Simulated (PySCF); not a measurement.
H4F4Ga2N2, singlet, PBE0/def2-SVP optimised geometry.

```
12

Ga     1.42     0.00     0.00
Ga    -1.42     0.00     0.00
N      0.00     1.38     0.00
H      0.00     1.98    -0.82
H      0.00     1.99     0.82
F      2.30     0.00     1.52
F      2.29     0.00    -1.52
N      0.00    -1.38     0.00
H      0.00    -1.99    -0.82
H      0.00    -1.98     0.82
F     -2.30     0.00     1.52
F     -2.29     0.00    -1.52
```

Density from PBE0/def2-TZVP run with PySCF at that geometry.

Minimum of the electron density along straight lines between bonded atoms, close to the bond critical point (lines longer than 1.1 times the sum of covalent radii, or with two minima, are not listed):

```tsv
bond	length / Å	ρ at the minimum / e bohr⁻³	∇²ρ there / e bohr⁻⁵	position (fraction from the first atom)
Ga1–N3	1.982	0.097	0.35	0.47
Ga2–N3	1.982	0.097	0.35	0.47
N3–H4	1.022	0.327	-1.62	0.74
N3–H5	1.021	0.327	-1.62	0.74
Ga1–F6	1.752	0.133	0.85	0.49
Ga1–F7	1.752	0.133	0.85	0.49
Ga1–N8	1.982	0.097	0.35	0.47
Ga2–N8	1.982	0.097	0.35	0.47
N8–H9	1.021	0.327	-1.62	0.74
N8–H10	1.022	0.327	-1.62	0.74
Ga2–F11	1.752	0.133	0.85	0.49
Ga2–F12	1.752	0.133	0.85	0.49
```
